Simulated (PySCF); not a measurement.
Se(I)(OH) (HIOSe), SMILES O[Se]I. Coordinates come from a PBE0-D3(BJ)/def2-TZVP optimisation. The def2 effective core potentials stand for the cores of I; spin–orbit coupling is left out. Other conformers were not sampled.

Method: PBE0-D3(BJ)/def2-TZVP in PySCF.

Harmonic wavenumbers (cm⁻¹): 172, 258, 445, 688, 1120, 3825. Rotational constants (GHz): 12.36, 1.347, 1.220; symmetry number 1.

Question: Work out the zero-point energy and the ideal-gas rigid-rotor harmonic-oscillator thermochemistry at 298.15 K and 1 atm.

Answer: ZPE = ½ Σ hcν = ½ × 6507 cm⁻¹ = 9.30 kcal/mol. H − E(el) = 12.61 kcal/mol. Entropy in cal/(mol K): translation 42.11, rotation 27.16, vibration 5.28, total 74.54. G − E(el) = -9.62 kcal/mol. Cp = 14.06 cal/(mol K).
